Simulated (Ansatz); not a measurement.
(Me2B-mu-NH2)2 (C₄H₁₆B₂N₂), 24 atoms. Hardware: 4 threads of Arm Neoverse V2 on a shared host.

Correlated methods freeze 8 core orbitals.

How many basis functions does each of these Ansatz runs have, and roughly what does it cost? HF/def2-TZVP, charge 0 singlet, energy, from earlier orbitals; MP2/def2-TZVP, charge 0 singlet, energy, from earlier orbitals; r2SCAN-D4/def2-SVP, charge 0 singlet, relaxation, 5 steps; r2SCAN-D4/def2-TZVP, charge 0 singlet, energy, from earlier orbitals; PBE-D4/def2-TZVP, charge 0 singlet, energy and forces, from earlier orbitals; RPA@PBE/def2-TZVP, charge 0 singlet, energy, from earlier orbitals; PBE0-D4/def2-TZVP, charge 0 singlet, energy, from earlier orbitals; revPBE-D4/def2-TZVP, charge 0 singlet, energy, from earlier orbitals; PBE-D4/def2-SVP, charge 0 singlet, energy, from earlier orbitals; B2PLYP/def2-TZVP, charge 0 singlet, energy, from earlier orbitals; PBE0-D4/def2-SVP, charge 0 singlet, energy, from earlier orbitals.

Other jobs shared the machine, so times can vary by a factor of up to 3. A dash marks memory too small to be measured apart from the calling script's.

| run | functions | fitting or Cholesky vectors | wall time | peak host memory (GiB) |
| --- | --- | --- | --- | --- |
| PBE-D4/def2-SVP, charge 0 singlet, energy, from earlier orbitals | 192 | 2212 | 2.3 s | – |
| PBE0-D4/def2-SVP, charge 0 singlet, energy, from earlier orbitals | 192 | 2212 | 3.5 s | 0.68 |
| HF/def2-TZVP, charge 0 singlet, energy, from earlier orbitals | 344 | 2450 | 4.9 s | 1.3 |
| PBE-D4/def2-TZVP, charge 0 singlet, energy and forces, from earlier orbitals | 344 | 2072 | 5.5 s | 0.62 |
| revPBE-D4/def2-TZVP, charge 0 singlet, energy, from earlier orbitals | 344 | 2072 | 6 s | 0.62 |
| PBE0-D4/def2-TZVP, charge 0 singlet, energy, from earlier orbitals | 344 | 2072 | 9 s | 1.1 |
| r2SCAN-D4/def2-TZVP, charge 0 singlet, energy, from earlier orbitals | 344 | 2072 | 9 s | 0.67 |
| MP2/def2-TZVP, charge 0 singlet, energy, from earlier orbitals | 344 | 2374 | 9 s | 1.5 |
| B2PLYP/def2-TZVP, charge 0 singlet, energy, from earlier orbitals | 344 | 2374 | 14 s | 1.6 |
| RPA@PBE/def2-TZVP, charge 0 singlet, energy, from earlier orbitals | 344 | 2374 | 15 s | 1.5 |
| r2SCAN-D4/def2-SVP, charge 0 singlet, relaxation, 5 steps | 192 | 2212 | 17 s | – |
